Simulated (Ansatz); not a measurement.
Two shapes of singlet SiF4.

Shape 1:

```xyz
5

Si    0.0000    0.0000    0.0000
F     0.9158    0.9158    0.9158
F     0.9158   -0.9158   -0.9158
F    -0.9158    0.9158   -0.9158
F    -0.9158   -0.9158    0.9158
```

Shape 2:

```xyz
5

Si    0.0052   -0.0473    0.0154
F     0.8949    0.8975    0.8743
F     0.8808   -0.9181   -0.8802
F    -0.8752    0.8868   -0.9125
F    -0.8692   -0.9265    0.9304
```

Basis set: 6-31G* (spherical functions). Correlated methods keep 9 orbitals frozen. Charge 0, multiplicity 1.

Computed with Ansatz (development build ahead of 0.2.0); each method stands on the lowest determinant of its kind that the runs found.

Task: Which shape is lower in energy, and by how much in each method?

Result:

```json
{"method": "RHF", "E(2) − E(1) (eV)": "-0.012"}
{"method": "RHF-MP2", "E(2) − E(1) (eV)": "0.161"}
```

The methods disagree on the order.
